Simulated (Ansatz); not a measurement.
F$_{2}$Ge, singlet, at a GFN2-xTB geometry. Base run: HF/6-31G** (Ansatz, a quantum-chemistry and plane-wave program).

Ansatz was given this input:
Ansatz 0.2 input:
```yaml
crystal:
  periodic: [false, false, false]
  atoms:
    - {symbol: Ge, position_ang: [0.01332486, -0.01119836, 0.43892087]}
    - {symbol: F, position_ang: [0.62471047, 1.17087434, -0.77062296]}
    - {symbol: F, position_ang: [-0.67208775, -1.13105795, -0.78998457]}
basis:
  gaussian:
    orbitals: 6-31G__.json
hamiltonian:
  xc: hf
```
The basis file holds 6-31G** in the JSON format of the Basis Set Exchange.

The bond that is stretched is that between atoms 3 and 1. A test that says stable can miss a lower solution.

The base run was repeated with changes; each row names its change, and settings that it needs were set with it.

```csv
change,ΔE vs base (eV),<S^2>,stability test says
base,0.00,0.000,minimum (restricted orbitals)
spin_polarized = on; lower_state_search = off,0.00,0.000,undecided (no full test)
spin_polarized = on; lower_state_search = standard,0.00,0.000,minimum
bond × 1.25,1.87,0.000,minimum (restricted orbitals)
spin_polarized = on; lower_state_search = off; bond × 1.25,1.87,0.000,undecided (no full test)
spin_polarized = on; lower_state_search = standard; bond × 1.25,1.87,0.000,minimum
bond × 1.5,3.84,0.000,minimum (restricted orbitals)
spin_polarized = on; lower_state_search = off; bond × 1.5,3.84,0.000,undecided (no full test)
spin_polarized = on; lower_state_search = standard; bond × 1.5,3.44,0.746,minimum
bond × 1.8,5.54,0.000,minimum (restricted orbitals)
spin_polarized = on; lower_state_search = off; bond × 1.8,5.54,0.000,undecided (no full test)
spin_polarized = on; lower_state_search = standard; bond × 1.8,3.72,0.970,minimum
bond × 2.2,6.97,0.000,minimum (restricted orbitals)
spin_polarized = on; lower_state_search = off; bond × 2.2,6.97,0.000,undecided (no full test)
spin_polarized = on; lower_state_search = standard; bond × 2.2,3.77,1.015,minimum
bond × 3.0,8.40,0.000,minimum (restricted orbitals)
spin_polarized = on; lower_state_search = off; bond × 3.0,3.79,1.015,undecided (no full test)
spin_polarized = on; lower_state_search = standard; bond × 3.0,3.79,1.015,minimum
```

Where a bond breaks into two radicals, a solution with restricted orbitals usually stops being the lowest and lies too high; an unrestricted one lies lower at the price of spin contamination, which <S^2> shows.
